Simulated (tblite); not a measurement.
C8H15P.
Atom-mapped SMILES: `[CH3:1][C:2]([CH3:3])=[P:4][CH:5]1[CH2:6][CH2:7][CH2:8][CH2:9]1` (hydrogens: H10, H11, H12 on C1; H13, H14, H15 on C3; H16 on C5; H17, H18 on C6; H19, H20 on C7; H21, H22 on C8; H23, H24 on C9)

Geometry (GFN2-xTB, Å), atoms numbered from 1 in this order:
```
atom  x, y, z in Å
C1     3.2422    0.3715   -1.2482
C2     2.0589    0.1417   -0.3554
C3     2.2806   -0.8901    0.7035
P4     0.6733    1.0415   -0.6740
C5    -0.5680    0.4676    0.6235
C6    -1.8040    1.3682    0.5366
C7    -2.6319    0.7007   -0.5517
C8    -2.5240   -0.7810   -0.1975
C9    -1.0958   -0.9547    0.3437
H10    4.0928    0.7366   -0.6701
H11    3.0117    1.0991   -2.0241
H12    3.5471   -0.5623   -1.7233
H13    2.3046   -1.8852    0.2547
H14    3.2466   -0.7264    1.1828
H15    1.5072   -0.8843    1.4652
H16   -0.0986    0.5485    1.6085
H17   -1.5470    2.4013    0.2986
H18   -2.3477    1.3557    1.4837
H19   -2.1675    0.8880   -1.5226
H20   -3.6625    1.0514   -0.5820
H21   -2.7181   -1.4244   -1.0546
H22   -3.2515   -1.0242    0.5787
H23   -1.0949   -1.5564    1.2536
H24   -0.4651   -1.4631   -0.3882
```

All values are computed: GFN2-xTB (tblite) harmonic vibrations without scaling, gas phase. Against measured fundamentals such values can be off by several per cent, at times by over 20. One conformer, not necessarily the lowest.

Harmonic wavenumbers (cm⁻¹): 39.9, 52.4, 79.6, 108.3, 136.5, 175.3, 203.7, 273.8, 315.3, 361.6, 367.9, 387.3, 558.9, 661.0, 670.5, 747.3, 826.7, 876.3, 935.0, 959.2, 961.5, 970.6, 976.4, 986.0, 1001.9, 1048.2, 1052.3, 1089.5, 1113.0, 1120.0, 1161.3, 1197.7, 1207.2, 1213.6, 1227.6, 1247.9, 1292.8, 1310.2, 1319.7, 1321.8, 1330.4, 1396.9, 1407.4, 1471.3, 1476.3, 1478.1, 1481.5, 1484.8, 1488.7, 1495.6, 1506.5, 2917.8, 2958.9, 2961.6, 2967.6, 2969.8, 2970.4, 2981.3, 2984.8, 2987.4, 2988.2, 2995.4, 3005.4, 3009.7, 3026.2, 3059.2.

A = 2873, B = 801.1, C = 719.4 MHz; mass 142.091 u (most abundant isotopes); point group C1, symmetry number 1.

Problem. What is the zero-point energy?

Solution. Half the sum of the wavenumbers: 46178 cm⁻¹ = 552.42 kJ/mol.

Problem. What is S at 298.15 K and 1 bar for an ideal gas of classical rigid rotors and harmonic oscillators?

Solution. Translation 170.67, rotation 124.07, vibration 142.42: S = 437.2 J/(mol K).

Problem. And Cp and H(298.15 K) − H(0)?

Solution. Cp = 172.74 J/(mol K), of which vibrations give 139.48 (their classical limit is 66 R = 548.8); H(298.15 K) − H(0) = 31.35 kJ/mol without the zero-point energy, 21.43 from vibrations.

Problem. Blend soft modes into free rotors: weight 1/[1 + (100 cm⁻¹/ν̃)⁴] for the oscillator and the rest for a rotor with moment μB/(μ + B), μ = h/(8π²ν), B = 10⁻⁴⁴ kg m². What vibrational entropy results?

Solution. 127.93 J/(mol K) in place of 142.42, which changes −T·S at 298.15 K by +4.32 kJ/mol.

Problem. Which modes carry the vibrational entropy at 298.15 K?

Solution. 39.9 cm⁻¹: 22.02; 52.4 cm⁻¹: 19.77; 79.6 cm⁻¹: 16.32; 108.3 cm⁻¹: 13.80; 136.5 cm⁻¹: 11.93; 175.3 cm⁻¹: 9.95 J/(mol K); the other 60 give 48.62 together.

Hindered rotation and anharmonicity are outside this model. Other conformers, if any are populated, would add a mixing term that is left out. The structure is chiral; the term R ln 2 for an equal mix with its mirror image is left out.
